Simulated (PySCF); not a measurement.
Compound: C5H6F2O.
Numbering: `[F:1][CH2:2][C:3]1=[CH:4][CH2:5][O:6][C@H:7]1[F:8]` (hydrogens: H9, H10 on C2; H11 on C4; H12, H13 on C5; H14 on C7)

The same species was optimised twice, with GFN2-xTB and with PBE0-D3(BJ)/def2-SVP (PySCF), and the same property calculations (PySCF, gas phase) were run on both structures.

| coordinate | GFN2-xTB | PBE0-D3(BJ)/def2-SVP | change |
| --- | --- | --- | --- |
| C7–F8 (Å) | 1.400 | 1.383 | -0.017 |
| C5–O6 (Å) | 1.429 | 1.416 | -0.013 |
| C3=C4 (Å) | 1.326 | 1.333 | +0.007 |
| C3–C7 (Å) | 1.510 | 1.504 | -0.006 |
| C2–C3 (Å) | 1.487 | 1.483 | -0.004 |
| O6–C7 (Å) | 1.370 | 1.373 | +0.003 |
| C4–C5 (Å) | 1.495 | 1.493 | -0.002 |
| F1–C2 (Å) | 1.369 | 1.366 | -0.003 |
| C2–C3–C4 (°) | 130.7 | 128.5 | -2.2 |
| C2–C3–C7 (°) | 121.3 | 122.8 | +1.5 |
| C5–O6–C7 (°) | 109.7 | 110.9 | +1.2 |
| O6–C7–F8 (°) | 110.5 | 111.2 | +0.7 |
| C3–C7–O6 (°) | 106.3 | 105.7 | -0.6 |
| C4–C3–C7 (°) | 107.8 | 108.4 | +0.6 |
| C3–C7–F8 (°) | 108.3 | 108.9 | +0.6 |
| C3–C4–C5 (°) | 109.5 | 109.1 | -0.4 |
| F1–C2–C3–C4 (°) | 6 | 3 | -3 |

Rotational constants: A = 3510, B = 1550, C = 1170 MHz (GFN2-xTB) against A = 3477, B = 1575, C = 1173 MHz (PBE0-D3(BJ)/def2-SVP). Point groups within 0.08 Å: C1 and C1.

On the GFN2-xTB structure: lowest singlet, TDDFT (eV) 7.10 [wB97X-D/def2-SVPD]; lowest triplet, Tamm–Dancoff (eV) 4.50 [wB97X-D/def2-SVPD]; isotropic polarisability (au) 61.8 [wB97X-D/def2-SVPD]; HOMO (eV) -9.77 [wB97X-D/def2-SVPD]; LUMO (eV) 1.40 [wB97X-D/def2-SVPD]; dipole (D) 1.46 [wB97X-D/def2-SVPD]; HOMO (eV) -7.87 [PBE0/pcSseg-1]; LUMO (eV) -0.32 [PBE0/pcSseg-1]; dipole (D) 1.43 [PBE0/pcSseg-1]; GIAO shielding of F1 (ppm) 435.3 [PBE0/pcSseg-1]; GIAO shielding of C2 (ppm) 103.1 [PBE0/pcSseg-1]; GIAO shielding of C3 (ppm) 40.6 [PBE0/pcSseg-1]; GIAO shielding of C4 (ppm) 53.1 [PBE0/pcSseg-1]; GIAO shielding of C5 (ppm) 105.5 [PBE0/pcSseg-1]; GIAO shielding of O6 (ppm) 228.6 [PBE0/pcSseg-1]; GIAO shielding of C7 (ppm) 66.5 [PBE0/pcSseg-1]; GIAO shielding of F8 (ppm) 296.6 [PBE0/pcSseg-1].

**Question.** What do these properties become on the PBE0-D3(BJ)/def2-SVP structure?

**Answer.** 
```csv
property,level,on GFN2-xTB,on PBE0-D3(BJ)/def2-SVP,change
"lowest singlet, TDDFT (eV)",wB97X-D/def2-SVPD,7.10,7.03,-0.07
"lowest triplet, Tamm–Dancoff (eV)",wB97X-D/def2-SVPD,4.50,4.45,-0.05
isotropic polarisability (au),wB97X-D/def2-SVPD,61.8,62.3,+0.5
HOMO (eV),wB97X-D/def2-SVPD,-9.77,-9.67,+0.10
LUMO (eV),wB97X-D/def2-SVPD,1.40,1.43,+0.03
dipole (D),wB97X-D/def2-SVPD,1.46,1.49,+0.03
"energy, GFN2-xTB geometry as zero (kcal/mol)",wB97X-D/def2-SVPD,0.0,-0.1,-0.1
HOMO (eV),PBE0/pcSseg-1,-7.87,-7.77,+0.10
LUMO (eV),PBE0/pcSseg-1,-0.32,-0.29,+0.03
dipole (D),PBE0/pcSseg-1,1.43,1.46,+0.03
"energy, GFN2-xTB geometry as zero (kcal/mol)",PBE0/pcSseg-1,0.0,-0.2,-0.2
GIAO shielding of F1 (ppm),PBE0/pcSseg-1,435.3,433.8,-1.5
GIAO shielding of C2 (ppm),PBE0/pcSseg-1,103.1,103.3,+0.2
GIAO shielding of C3 (ppm),PBE0/pcSseg-1,40.6,39.4,-1.2
GIAO shielding of C4 (ppm),PBE0/pcSseg-1,53.1,50.7,-2.4
GIAO shielding of C5 (ppm),PBE0/pcSseg-1,105.5,106.6,+1.1
GIAO shielding of O6 (ppm),PBE0/pcSseg-1,228.6,233.4,+4.8
GIAO shielding of C7 (ppm),PBE0/pcSseg-1,66.5,68.3,+1.8
GIAO shielding of F8 (ppm),PBE0/pcSseg-1,296.6,301.5,+4.9
```

The heavy atoms differ by 0.041 Å rms after alignment. Among bonds between heavy atoms C7–F8 changes most (-0.017 Å). Changes are differences of the printed values. Neither structure is proved a minimum here.

Shape of the structure used: `[F:1][CH2:2][C:3]1=[CH:4][CH2:5][O:6][C@H:7]1[F:8]`: F1–C2–C3–C4 3°.

wB97X-D is run here without its empirical dispersion term; that term would change no orbital, density or response property at a fixed geometry.
